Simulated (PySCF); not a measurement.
Vibration and rotation of SeF

PBE0 constants of SeF, ²Π (doublet), unpaired electrons π ↑ (Se cc-pVTZ-PP with ECP10, F cc-pVTZ; scalar-relativistic core potentials (PySCF 2.14); masses 79.9165 and 18.9984 u):

* ωe: 708.9 cm⁻¹
* ωexe: 3.03 cm⁻¹
* Be: 0.36345 cm⁻¹
* αe: 0.00233 cm⁻¹
* D (centrifugal): 3.82e-07 cm⁻¹
* De to Se + F: 3.40 eV

(1) Give the vibrational terms G(v) and spacings up to v = 6.

(2) How well does the Morse estimate ωe²/(4ωexe) reproduce De, and what is D0?

Spin–orbit coupling is left out. The state was picked by a PBE0 search and need not be the measured ground state.

## Answers

(1) G(v) = ωe(v+½) − ωexe(v+½)².

```
v  G(v) (cm⁻¹)  G(v) − G(v−1)  Bv (cm⁻¹)
0        353.7                    0.3623
1       1056.5          702.8     0.3600
2       1753.3          696.8     0.3576
3       2444.0          690.7     0.3553
4       3128.7          684.7     0.3530
5       3807.3          678.6     0.3506
6       4479.8          672.5     0.3483
```

(2) It gives 5.14 eV, 151 % of the computed De. D0 = De − G(0) = 3.40 − 0.04 = 3.36 eV.
